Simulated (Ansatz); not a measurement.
One change: `FC(F)O[C@@H](F)[C@H](F)C(F)F` becomes `FCC(F)C(F)F`.

Ansatz, PBE0-D4/def2-TZVP geometries, multiplicity 1. Each molecule was computed in one conformer, which needn't be the lowest.

```
                                          property  `FC(F)O[C@@H](F)[C@H](F)C(F)F`
    size of the dipole moment (PBE/def2-TZVPP) / D                            1.65
  size of the dipole moment (B3LYP/def2-TZVPP) / D                            1.79
size of the dipole moment (ωB97M-V/def2-TZVPP) / D                            1.78
             LUMO energy (ωB97M-V/def2-TZVPP) / eV                            2.83
               HOMO energy (B3LYP/def2-TZVPP) / eV                           -9.69
             HOMO–LUMO gap (B3LYP/def2-TZVPP) / eV                           10.45
```

Problem. Give the same properties after the change, and the shifts. (Best estimate.)

Solution. The calculation gave: 
```
                                          property  `FCC(F)C(F)F`  shift
    size of the dipole moment (PBE/def2-TZVPP) / D           1.17  -0.48
  size of the dipole moment (B3LYP/def2-TZVPP) / D           1.27  -0.52
size of the dipole moment (ωB97M-V/def2-TZVPP) / D           1.26  -0.52
             LUMO energy (ωB97M-V/def2-TZVPP) / eV           2.95   0.12
               HOMO energy (B3LYP/def2-TZVPP) / eV          -9.43   0.26
             HOMO–LUMO gap (B3LYP/def2-TZVPP) / eV          10.35  -0.10
```

With PBE0 the HOMO rises by 0.25 eV and the LUMO rises by 0.16 eV, so the gap narrows by about 0.09 eV. PBE moves the HOMO by 0.23 eV and ωB97M-V by 0.26 eV. The zero-point energy changes by -47.8 kJ/mol with -12 modes. Dipoles are sizes alone; their direction can turn.

Positive LUMOs are unbound, so they and the gaps depend on the basis.

B3LYP here is the variant with VWN-RPA as its local correlation; programs differ in this.
